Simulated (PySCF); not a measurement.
**trans-1,4-dimethylcyclohexane: full NMR table**

```yaml
Formula: C8H16
SMILES: C[C@H]1CC[C@H](C)CC1
Point_group_of_the_computed_structure: C2h
Degrees_of_unsaturation: 1
Carbon_signals: 3
Proton_signals: 4
```

Atoms are numbered as in `[CH3:1][C@H:2]1[CH2:3][CH2:4][C@H:5]([CH3:6])[CH2:7][CH2:8]1`. Hydrogens are named by the atom that carries them. Ha(C3), Ha(C4), Ha(C7), Ha(C8) are cis to C1 on the ring; Hb(C3), Hb(C4), Hb(C7), Hb(C8) are trans to C1 on the ring.

PySCF 2.14.0 with density-fitted response routines calculation with σ from GIAO-B97-2/pcSseg-1 and PBE0-D3(BJ)/def2-SVP geometry; one averaged value for each set of equivalent atoms, non-relativistic, gas phase, single conformer.

Shifts are taken against calculated references (same method and geometry level): 1H (31.38 ppm), 13C (183.69 ppm) against TMS.

| carbon | δC, type | δH (multiplicity) | HMBC from (2–3 bonds) | span of the C tensor (ppm) |
| --- | --- | --- | --- | --- |
| C1/C6 | 24.4, CH3 | 0.91 (m) | Hb(C3)/Ha(C4)/Ha(C7)/Hb(C8), H(C2)/H(C5), Ha(C3)/Hb(C4)/Hb(C7)/Ha(C8) | 43 |
| C2/C5 | 34.0, CH | 0.97 (m) | Hb(C3)/Ha(C4)/Ha(C7)/Hb(C8), H(C1)/H(C6), Ha(C3)/Hb(C4)/Hb(C7)/Ha(C8) | 14 |
| C3/C4/C7/C8 | 36.9, CH2 | Ha(C3) 0.80 (m); Hb(C3) 1.51 (m) | Hb(C3)/Ha(C4)/Ha(C7)/Hb(C8), H(C2)/H(C5), H(C1)/H(C6), Ha(C3)/Hb(C4)/Hb(C7)/Ha(C8) | 22 |

- Carbon types of the structure: 2 × CH, 4 × CH2, 2 × CH3, which accounts for all hydrogens.
- δC 36.9: sp3 CH2 in a ring; saturated and bonded to C and H only.
- δC 34.0: sp3 CH in a ring; saturated and bonded to C and H only.
- δC 24.4: methyl carbon; saturated and bonded to C and H only.
- δH 1.51, 0.80: hydrogen on an sp3 CH2 in a ring; far from electronegative atoms and π systems.
- δH 0.91: hydrogen on a methyl carbon; far from electronegative atoms and π systems.

Shifts are as computed. Against solution values, carbons near 30 ppm lie about +1 ppm off and those near 130 ppm about +2 ppm. Of 1211 compounds with measured shifts, 218 miss one by over three times the rms of a fit or turn the order of signals round; such compounds aren't used in these exercises. Multiplicities follow the n + 1 count of equivalent neighbours, as no J values were calculated; m marks all less simple cases, F and P coupling included.
